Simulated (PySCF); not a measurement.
trisilylphosphine (H₉PSi₃), SMILES [SiH3]P([SiH3])[SiH3].

The structure is a stationary point at PBE-D3(BJ)/def2-SVP.

Computed with PBE-D3(BJ)/def2-SVP in PySCF.

Frequencies are harmonic and unscaled.

```
mode  ν (cm⁻¹)  IR (km/mol)  moving atoms (share of kinetic energy)
----  --------  -----------  --------------------------------------
1           49          0.0                                  H 99 %
2           98          0.2                         H 62 %, Si 32 %
3           98          0.2                         H 62 %, Si 32 %
4          120          0.3                         H 56 %, Si 40 %
5          120          0.3                         H 56 %, Si 40 %
6          130          0.2                 Si 50 %, P 30 %, H 20 %
7          395          0.3                 Si 55 %, P 33 %, H 13 %
8          443         14.1                 Si 46 %, P 42 %, H 12 %
9          443         14.1                 Si 46 %, P 42 %, H 12 %
10         500          0.0                          H 92 %, Si 8 %
11         538         11.6                          H 88 %, Si 8 %
12         538         11.7                          H 88 %, Si 8 %
13         604          1.8                  H 79 %, Si 13 %, P 8 %
14         604          1.8                  H 79 %, Si 13 %, P 8 %
15         604         12.0                 H 77 %, P 12 %, Si 11 %
16         840        369.6                                  H 93 %
17         840        369.5                                  H 93 %
18         885          6.2                                  H 93 %
19         892          1.0                                  H 97 %
20         892          1.0                                  H 97 %
21         902          0.0                                  H 97 %
22         904        120.3                                  H 95 %
23         907         50.3                                  H 98 %
24         907         50.3                                  H 98 %
25        2140         24.8                                  H 98 %
26        2140         24.8                                  H 98 %
27        2147        120.0                                  H 98 %
28        2165         63.4                                  H 97 %
29        2165         63.4                                  H 97 %
30        2169         70.6                                  H 97 %
31        2173          0.0                                  H 96 %
32        2176        127.1                                  H 96 %
33        2176        127.1                                  H 96 %
```
